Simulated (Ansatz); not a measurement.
CH6ClGaN2 (`NC[NH][GaH][Cl]`) at its PBE0-D4/def2-TZVP geometry, where that method's forces vanish. The species carries charge 0 and has multiplicity 1.

```xyz
11

N    -0.0004   -1.9654    0.1345
C    -0.5262   -0.6905    0.5594
N    -0.3394    0.4259   -0.3457
Ga    0.6881    1.8875   -0.0834
Cl    0.6516    3.2793   -1.7196
H    -0.4859   -2.3043   -0.6867
H     0.9797   -1.8824   -0.1078
H    -0.0556   -0.4316    1.5125
H    -1.5927   -0.8338    0.7667
H    -0.8648    0.3519   -1.2044
H     1.5456    2.1634    1.1746
```

(1) What forces (eV/Å) does r2SCAN-D4/def2-TZVPP give on these atoms in the Gaussian-basis code of Ansatz? (An estimate is asked.)

Answers

(1) Ansatz gave: 
```
N1   0.045 -0.203  0.010
C2  -0.115 -0.022  0.241
N3   0.061  0.203 -0.108
Ga4  0.089  0.068  0.106
Cl5 -0.004 -0.021  0.011
H6  -0.002  0.004 -0.042
H7   0.027  0.007 -0.028
H8   0.012  0.012 -0.010
H9  -0.004 -0.003 -0.012
H10 -0.034 -0.014 -0.059
H11 -0.074 -0.030 -0.108
```
